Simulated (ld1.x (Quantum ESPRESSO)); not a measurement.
Logarithmic derivatives: promethium (Pm), ultrasoft

- Element: Pm (Z = 61)
- Generator: ld1.x (Quantum ESPRESSO) 7.5
- Type: ultrasoft
- Functional: BLYP
- Relativity: fully relativistic
- Frozen core: [Kr] 4d10
- Valence charge: 15
- Reference configuration: 4f4.5 5s2 5p6 5d0.5 6s2 6p0
- Partial waves: 5s (bound): rcut 1.85, rcutus 2.10 bohr; 6s (bound): rcut 1.85, rcutus 2.10 bohr; 5p (bound): rcut 2.20, rcutus 2.60 bohr; 6p (bound, empty): rcut 2.20, rcutus 2.60 bohr; 5d (bound): rcut 2.00, rcutus 2.72 bohr; 5d channel at 1.25 Ry: rcut 2.00, rcutus 2.72 bohr; 4f (bound): rcut 0.75, rcutus 1.00 bohr; 4f channel at 0.2 Ry: rcut 0.75, rcutus 1.00 bohr
- Local potential: all-electron potential smoothed inside 1.65 bohr (lloc = -1)
- Core correction: a·sin(br)/r model core inside 0.85 bohr
- Augmentation charge: built from norm-conserving waves at rcut, not smoothed further

Open shells are filled in proportion to 2j + 1 (rel_dist='average').

The phase is arctan(r·u′/u) with u = r·R(r), unwrapped; energies in Ry, scanned from -5 to 5 Ry. A pole is an energy at which the radial function vanishes at the test radius. The pseudo phase is shifted by a multiple of π to meet the all-electron one at the reference energy, and phase errors are pseudo minus all-electron; the curves can meet again beyond the range given. Levels narrower than the energy grid can be missing from the lists of poles.

| channel | radius (bohr) | reference energy (Ry) | poles, all-electron | poles, pseudo | unbroken range about the reference energy with phases within 0.05 rad | phase error 1 Ry above the reference energy (rad) |
| --- | --- | --- | --- | --- | --- | --- |
| s | 2.95 | -0.27 | -3.10, 2.78 | -3.19, -2.84, 3.62 | not even at the reference energy | +0.698 |
| p1/2 | 2.95 | -0.09 | -1.75, 3.83 | -4.11, -1.82 | not even at the reference energy | +1.014 |
| p3/2 | 2.95 | -0.08 | -1.45, 4.18 | -1.52, -0.62 | not even at the reference energy | +0.570 |
| d3/2 | 2.95 | -0.17 | 0.66 | 0.59 | not even at the reference energy | -0.016 |
| d5/2 | 2.95 | -0.15 | 0.72 | 0.65 | not even at the reference energy | -0.016 |
| f5/2 | 2.95 | -0.35 | -0.30, 3.42 | -0.41, 3.34 | not even at the reference energy | -0.035 |
| f7/2 | 2.95 | -0.31 | -0.27, 3.44 | -0.37, 3.35 | not even at the reference energy | -0.037 |

A Bessel basis up to 400 Ry misses an occupied level by 0.92 Ry, so cutoffs and ghosts were not judged. Its overlap operator is not positive definite in a basis up to 400 Ry (lowest eigenvalue p1/2 -0.24, p3/2 -0.17), so the file is unfit for use: the generalised eigenproblem breaks down once the basis is large enough, and its test numbers describe a broken file. The potential misses its own reference levels by up to 1.4 eV, so it is not fit for use.

Phases in the p1/2 channel:

```
E (Ry)  all-electron  pseudo
 -5.00         1.404   4.561
 -4.74         1.398   4.562
 -4.48         1.391   4.572
 -4.22         1.383   4.660
 -3.96         1.374   1.287
 -3.70         1.363   1.333
 -3.44         1.350   1.333
 -3.18         1.333   1.322
 -2.92         1.308   1.300
 -2.66         1.267   1.259
 -2.40         1.180   1.153
 -2.14         0.750   0.247
 -1.88        -1.399  -1.514
 -1.62        -1.651  -1.665
 -1.36        -1.729  -1.720
 -1.10        -1.778  -1.754
 -0.84        -1.821  -1.780
 -0.58        -1.866  -1.804
 -0.32        -1.920  -1.829
 -0.06        -1.993  -1.866
  0.20        -2.101  -1.878
  0.46        -2.281  -1.914
  0.72        -2.612  -1.955
  0.98        -3.191  -2.006
  1.24        -3.792  -2.072
  1.50        -4.148  -2.159
  1.76        -4.338  -2.281
  2.02        -4.450  -2.455
  2.28        -4.524  -2.707
  2.54        -4.575  -3.045
  2.80        -4.614  -3.420
  3.06        -4.646  -3.743
  3.32        -4.671  -3.977
  3.58        -4.694  -4.138
  3.84        -4.713  -4.250
  4.10        -4.732  -4.332
  4.36        -4.749  -4.393
  4.62        -4.767  -4.440
  4.88        -4.784  -4.477
```
